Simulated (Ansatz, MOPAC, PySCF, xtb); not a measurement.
Complex: dimethyl selenide (SMILES C[Se]C) (first 9 atoms) with NH3 (SMILES N); geometry from B3LYP-D3(BJ)/def2-TZVP, rigid monomers moved along the line of their centres of mass till H8···N10 is 2.95 Å.
(charge 0, multiplicity 1):
```xyz
13

C     -0.7987     0.0632    -1.8323
Se    -0.6052     0.3573     0.0973
C      1.3183     0.7299     0.1027
H     -0.1782    -0.7731    -2.1477
H     -1.8452    -0.1698    -2.0179
H     -0.5251     0.9642    -2.3773
H      1.8596    -0.1130    -0.3225
H      1.5866     0.8564     1.1492
H      1.5251     1.6379    -0.4597
N      0.4826     0.1297     3.7909
H      0.8780    -0.2407     4.6475
H     -0.2630     0.7658     4.0499
H      0.0537    -0.6419     3.2909
```

Counterpoise-corrected where a basis set is named; no monomer relaxation. Rows marked so take none.

Rows in 6-31G* carry no dispersion term and start afresh at each structure (6-31G* with six Cartesian d functions); the Pople sets are all-electron and without relativity. The state reached by AM1 isn't checked.

Codes used: Ansatz (a first-principles code) with Gaussian orbitals; MOPAC for AM1 (differences of heats of formation); PySCF for 6-31G* rows, the dispersion terms; xtb for the GFN methods. 

Task: One of these levels gives -2.17 kcal/mol for the interaction energy. Which one is it?
(A) GFN2-xTB
(B) AM1
(C) M06-2X/6-31G* (no counterpoise)
(D) PBE-D3(BJ)/def2-TZVPPD

Result: A, GFN2-xTB. The others give -0.52 (AM1), -2.68 (PBE-D3(BJ)/def2-TZVPPD), -3.38 (M06-2X/6-31G* (no counterpoise))
